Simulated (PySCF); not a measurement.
Compound: C5H4OS.
SMILES with atom numbers: `[O:1]=[CH:2][c:3]1[cH:4][cH:5][cH:6][s:7]1` (hydrogens: H8 on C2; H9 on C4; H10 on C5; H11 on C6)

Computed geometry: GFN2-xTB, gas phase.

(1) List the bond lengths, angles and torsions at this level.

Results:

(1) 
```csv
bond,length (Å)
O1=C2,1.207
C2–C3,1.446
C3–C4,1.376
C4–C5,1.402
C5–C6,1.365
C6–S7,1.709
C3–S7,1.737
C2–H8,1.108
C4–H9,1.075
C5–H10,1.075
C6–H11,1.073
```

A selection of angles:
```csv
angle,degrees
O1–C2–C3,124.8
O1–C2–H8,121.6
C3–C2–H8,113.6
C2–C3–C4,128.0
C2–C3–S7,121.0
C4–C3–S7,111.0
C3–C4–C5,112.9
C3–C4–H9,122.3
C5–C4–H9,124.8
C4–C5–C6,112.4
C4–C5–H10,124.0
C6–C5–H10,123.6
C5–C6–S7,112.7
C5–C6–H11,128.0
S7–C6–H11,119.3
C3–S7–C6,91.0
```

Torsions: O1–C2–C3–C4 0° (synperiplanar).

The 7 heavy atoms lie in one plane (0.000 Å rms). S7 (thiophene-type sulfur) is bent (angle 91.0°). The C–C distances run from 1.365 Å (C5–C6, aromatic) to 1.446 Å (C2–C3, drawn single), a spread of 0.081 Å. The 5-membered ring C3–C4–C5–C6–S7 has internal angles of 91.0° to 112.9°; it is planar, 0.00 Å rms from its mean plane, widest ring torsion 0°. The 2 C–S bonds span 1.709 Å (C6–S7, aromatic) to 1.737 Å (C3–S7, aromatic), a spread of 0.028 Å. Of the pairs four or more bonds apart, O1···H9 is among the closest relative to their van der Waals radii: 2.84 Å, 105 % of the sum of Bondi's values.

Point group: Cs (every atom within 0.08 Å of its image). No GFN2-xTB frequencies stand behind this structure, so it isn't proved a minimum. The numbers are those of one conformer.
